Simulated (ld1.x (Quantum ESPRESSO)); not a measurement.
## Plane-wave convergence, TM potential for antimony

* Element: Sb (Z = 51)
* Generator: ld1.x (Quantum ESPRESSO) 7.5
* Type: norm-conserving Troullier–Martins (Kleinman–Bylander form)
* Functional: LDA (PZ)
* Relativity: scalar-relativistic
* Frozen core: [Kr] 4d10
* Valence charge: 5
* Reference configuration: 5s2 5p1 (charge +2)
* Partial waves: 5s (bound): rc 1.80 bohr; 5p (bound): rc 2.35 bohr; 5d channel at 0.35 Ry: rc 2.50 bohr
* Local potential: all-electron potential smoothed inside 1.90 bohr (lloc = -2)
* Core correction: Bessel-smoothed model core inside 1.30 bohr

The pseudo-atom Hamiltonian at the reference potential is diagonalised in spherical Bessel functions j_l(qr) that vanish at 20 bohr, with q² up to the cutoff. All-electron valence levels (Ry): 5s -2.1917, 5p -1.5003.

How do the lowest levels (Ry) of each channel move with the cutoff, and are there ghosts?

```json
{"cutoff (Ry)": "8", "s #1": "-2.1547", "s #2": "-0.7164", "p #1": "-1.4848", "p #2": "-0.5308", "d #1": "-0.7116", "f #1": "-0.3227", "Σ f·Δε (mRy)": "89.5"}
{"cutoff (Ry)": "12", "s #1": "-2.1813", "s #2": "-0.7216", "p #1": "-1.4960", "p #2": "-0.5325", "d #1": "-0.7119", "f #1": "-0.3240", "Σ f·Δε (mRy)": "25.2"}
{"cutoff (Ry)": "18", "s #1": "-2.1831", "s #2": "-0.7223", "p #1": "-1.4997", "p #2": "-0.5332", "d #1": "-0.7120", "f #1": "-0.3244", "Σ f·Δε (mRy)": "17.8"}
{"cutoff (Ry)": "30", "s #1": "-2.1905", "s #2": "-0.7251", "p #1": "-1.5002", "p #2": "-0.5333", "d #1": "-0.7121", "f #1": "-0.3244", "Σ f·Δε (mRy)": "2.5"}
{"cutoff (Ry)": "40", "s #1": "-2.1913", "s #2": "-0.7253", "p #1": "-1.5003", "p #2": "-0.5334", "d #1": "-0.7121", "f #1": "-0.3244", "Σ f·Δε (mRy)": "1.0"}
{"cutoff (Ry)": "50", "s #1": "-2.1915", "s #2": "-0.7254", "p #1": "-1.5003", "p #2": "-0.5334", "d #1": "-0.7121", "f #1": "-0.3244", "Σ f·Δε (mRy)": "0.4"}
{"cutoff (Ry)": "400", "s #1": "-2.1917", "s #2": "-0.7255", "p #1": "-1.5003", "p #2": "-0.5334", "d #1": "-0.7121", "f #1": "-0.3244", "Σ f·Δε (mRy)": "0.0"}
```

Result: no extra level below or beside the all-electron valence levels (s, p, d, f tested); 10 mRy is reached at 25 Ry and 1 mRy at 40 Ry.
